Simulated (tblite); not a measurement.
Compound: C5H10BrNSi2.
SMILES with atom numbers: `[CH3:1][CH2:2][C:3]#[C:4][Si@:5]1([Br:6])[CH2:7][NH:8][SiH2:9]1` (hydrogens: H10, H11, H12 on C1; H13, H14 on C2; H15, H16 on C7; H17 on N8; H18, H19 on Si9)

Computed with GFN2-xTB (tblite), gas phase: L-BFGS steps from a force-field or distance-geometry start until the largest atomic force falls under 0.01 eV/Å.

Step 100: E = -713.9926 eV
```
atom  x, y, z in Å  |  force x, y, z in eV/Å
C1      3.8691    0.0740   -0.2475   -0.005  -0.010   0.012
C2      2.7809    1.1378   -0.4029   -0.021   0.016   0.007
C3      1.4858    0.6053   -0.0371    0.062   0.031  -0.010
C4      0.4205    0.1265    0.2646   -0.042  -0.013   0.002
Si5    -1.1545   -0.5945    0.8931    0.017   0.001  -0.012
Br6    -0.4599   -2.4860    1.9314   -0.008   0.001   0.018
C7     -2.3961   -1.0514   -0.5085    0.000  -0.016  -0.008
N8     -3.4925   -0.2338    0.0005   -0.006  -0.008  -0.004
Si9    -3.1011    0.5230    1.4900    0.000   0.027  -0.022
H10     4.8332    0.4799   -0.5465   -0.010  -0.014   0.016
H11     3.6450   -0.7924   -0.8663    0.010   0.022   0.002
H12     3.9291   -0.2541    0.7885    0.013   0.002  -0.030
H13     2.7461    1.4955   -1.4367   -0.017  -0.027   0.006
H14     2.9993    1.9935    0.2443    0.004  -0.007  -0.012
H15    -2.6732   -2.1094   -0.5681   -0.007   0.011   0.003
H16    -2.1013   -0.7342   -1.5124    0.014   0.004  -0.016
H17    -4.3567   -0.2439   -0.5151    0.012  -0.001   0.012
H18    -3.8848    0.0855    2.6490   -0.017  -0.005   0.007
H19    -3.0988    1.9877    1.4026    0.000  -0.015   0.029
```

Step 101: E = -713.9928 eV
```
atom  x, y, z in Å  |  force x, y, z in eV/Å
C1      3.8688    0.0734   -0.2489   -0.008   0.013   0.010
C2      2.7804    1.1376   -0.4028   -0.007   0.007   0.000
C3      1.4856    0.6064   -0.0355    0.047   0.021   0.005
C4      0.4207    0.1274    0.2677   -0.036  -0.011  -0.002
Si5    -1.1547   -0.5946    0.8942    0.011   0.006  -0.006
Br6    -0.4632   -2.4850    1.9354   -0.004  -0.003   0.018
C7     -2.3950   -1.0511   -0.5087    0.007  -0.006  -0.009
N8     -3.4927   -0.2363    0.0017   -0.002  -0.003  -0.008
Si9    -3.1027    0.5219    1.4908    0.000   0.015  -0.014
H10     4.8311    0.4781   -0.5520    0.018   0.004  -0.003
H11     3.6445   -0.7949   -0.8638   -0.006   0.008  -0.003
H12     3.9352   -0.2487    0.7874    0.002  -0.021   0.003
H13     2.7435    1.4925   -1.4372   -0.014  -0.016  -0.003
H14     3.0024    1.9939    0.2425   -0.005  -0.009  -0.014
H15    -2.6713   -2.1091   -0.5713   -0.007   0.008   0.004
H16    -2.0988   -0.7313   -1.5115    0.010   0.003  -0.012
H17    -4.3541   -0.2402   -0.5181    0.003  -0.005   0.008
H18    -3.8914    0.0824    2.6466   -0.008   0.001  -0.002
H19    -3.0983    1.9867    1.4064   -0.001  -0.013   0.028
```

Task: Estimate the geometry and energy of step 102. (The exact step hangs on the optimiser's Hessian estimate; all steps are aligned on step 101, rigid shifts and turns removed.)

Result: E = -713.9930 eV, largest force 0.029 eV/Å
```
atom  x, y, z in Å  |  force x, y, z in eV/Å
C1      3.8690    0.0731   -0.2507    0.013   0.006   0.010
C2      2.7794    1.1364   -0.4025    0.002  -0.001  -0.004
C3      1.4857    0.6069   -0.0294    0.017   0.007   0.015
C4      0.4200    0.1295    0.2745   -0.007  -0.002  -0.008
Si5    -1.1556   -0.5948    0.8979    0.000   0.004  -0.003
Br6    -0.4653   -2.4866    1.9380   -0.005   0.000   0.017
C7     -2.3923   -1.0498   -0.5091    0.008   0.001  -0.011
N8     -3.4925   -0.2382    0.0014    0.006   0.001  -0.011
Si9    -3.1060    0.5205    1.4912    0.003  -0.003  -0.004
H10     4.8291    0.4769   -0.5650   -0.005  -0.008   0.002
H11     3.6399   -0.8000   -0.8580   -0.001   0.026   0.012
H12     3.9456   -0.2410    0.7880   -0.005  -0.020  -0.017
H13     2.7371    1.4874   -1.4379   -0.009  -0.010  -0.004
H14     3.0064    1.9941    0.2389   -0.014  -0.002  -0.013
H15    -2.6683   -2.1076   -0.5760   -0.001   0.011   0.002
H16    -2.0925   -0.7258   -1.5101    0.001  -0.002   0.000
H17    -4.3509   -0.2376   -0.5231   -0.002  -0.007   0.006
H18    -3.8995    0.0805    2.6443   -0.002   0.003  -0.011
H19    -3.0991    1.9850    1.4105   -0.002  -0.003   0.024
```

The energy changes by -0.0001 eV. The first-order estimate −F·Δx gives -0.0003 eV and the mean of the old and new forces, exact on a quadratic surface, -0.0001 eV. The step makes an angle of 85° with the force vector and moves no atom by more than 0.013 Å.

The cost below is that of the whole relaxation. Hardware: one thread of an Arm Neoverse V1 (shared host). Cost: 1.7 s wall.
